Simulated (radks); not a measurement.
Question: Species: Zn5+. Configuration: [Ar] 3d7. All-electron calculation, Dirac Kohn-Sham, relativistic LDA (MacDonald-Vosko exchange, VWN5 correlation), spin-unpolarised, spherical densities, finite nucleus; open shells fill j = l - 1/2 first; Fermi nuclear charge, rms radius 3.9283 fm. Program: a radial shooting solver on a logarithmic mesh with Libxc functionals. Some entries of the table are withheld. Estimate them.

orbital  occ.  eigenvalue (hartree)  <r> (bohr)  r(max) (bohr)
1s1/2       2             -351.7446     0.05047        0.03302
2s1/2       2                   (1)      0.2267         0.1900
2p1/2       2             -40.95996      0.1963         0.1504
2p3/2       4             -40.08906      0.1997         0.1532
3s1/2       2                   (2)      0.6674            (3)
3p1/2       2                   (4)      0.6813         0.5796
3p3/2       4                   (5)      0.6905         0.5874
3d3/2       4              -3.63681         (6)         0.5360
3d5/2       3              -3.61966         (7)         0.5384

Answer: 
(1) 2s1/2 eigenvalue (hartree): -45.94378
(2) 3s1/2 eigenvalue (hartree): -8.07362
(3) 3s1/2 r(max) (bohr): 0.5845
(4) 3p1/2 eigenvalue (hartree): -6.47073
(5) 3p3/2 eigenvalue (hartree): -6.34998
(6) 3d3/2 <r> (bohr): 0.7324
(7) 3d5/2 <r> (bohr): 0.7357
